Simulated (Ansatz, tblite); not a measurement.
Removing and adding an electron: (4-methoxyphenyl)phenyliodonium mesylate (C₁₄H₁₅IO₄S). Charge 0, multiplicity 1. Geometry: PBE-D4/def2-SVP. Ansatz, gas phase; energy differences of separate SCF runs; the oxidised species was run as a doublet alone; the reduced species was run as a doublet alone.

Cartesian coordinates in Å:
```
C -2.6301 0.5249 3.1118
O -1.3959 -0.0562 3.5548
C -0.7414 -0.8482 2.6891
C -1.2853 -1.2585 1.4541
C -0.4956 -1.9599 0.5402
C 0.8209 -2.2614 0.8999
I 2.1046 -2.8188 -0.6954
C 2.5487 -0.7748 -1.3081
C 3.8873 -0.3678 -1.3253
C 4.1297 0.9879 -1.6076
C 3.0570 1.8722 -1.8167
C 1.7330 1.4113 -1.7736
C 1.4537 0.0512 -1.5366
C 1.3810 -1.9266 2.1470
C 0.5748 -1.2387 3.0538
H -3.4308 -0.2423 3.0475
H -2.5193 0.9990 2.1139
H -2.9007 1.2769 3.8748
H -2.2808 -0.9337 1.1016
H -0.9135 -2.1360 -0.4641
H 4.7178 -1.0580 -1.1185
H 5.1684 1.3518 -1.6345
H 3.2608 2.9373 -2.0053
H 0.8639 2.0781 -1.8859
H 0.3917 -0.2819 -1.5512
H 2.4224 -2.1688 2.4013
H 0.9654 -0.9340 4.0353
C -3.0459 1.4087 -2.6016
S -2.1932 0.5617 -1.2425
O -3.2926 0.1593 -0.2953
O -1.5047 -0.6202 -1.9133
O -1.2201 1.5538 -0.6696
H -3.5691 2.2873 -2.1817
H -2.2938 1.7223 -3.3491
H -3.7683 0.7021 -3.0496
```

In the def2 sets I takes a core potential; there is no spin–orbit coupling. The xTB rows come from tblite. Single mean-field runs in def2-TZVP are fitted with def2-universal-jkfit. HOMO above LUMO, or a gap near zero within one spin, warns that the state may not be the lowest or that an electron is smeared out. In the singlet geometry the species has come apart into loosely held pieces. In the doublet geometry the species has come apart into loosely held pieces.

```tsv
level	−HOMO (eV)	vertical IE (eV)	−LUMO (eV)	vertical EA (eV)	HOMO–LUMO gap (eV)	IE − EA (eV)	remarks
GFN1-xTB	11.17	13.60	9.06	6.59	2.11	7.01	–
GFN2-xTB	9.60	12.27	8.54	6.24	1.05	6.03	–
PBE-D4/def2-TZVP	4.68	7.33	3.44	1.34	1.24	5.99	HOMO above zero (-1 doublet), gap within one spin near zero (+1 doublet), restricted SCF unstable in HF (singlet)
PBE0-D4/def2-TZVP	6.25	7.93	2.67	1.38	3.58	6.55	HOMO above zero (-1 doublet), restricted SCF unstable in HF (singlet)
```

Relaxing the reduced species (PBE-D4/def2-SVP) changes its energy by -1.23 eV at PBE-D4/def2-TZVP, so the adiabatic electron affinity to this nearest minimum is 2.57 eV. On the way the bond I7–C8 breaks. At PBE0-D4/def2-TZVP it is 2.77 eV.  Run but left out: PBE-QIDH/def2-TZVP (singlet: restricted singlet, unstable in another Hartree–Fock run and untested here).   A HOMO above zero means that the electron is unbound at that level or that self-interaction error raises the level; the energy of removing that electron tells which. Raw xTB energy differences between charge states are shifted by several eV; the methods need an empirical correction for them. Sets without diffuse functions give affinities that are too small.
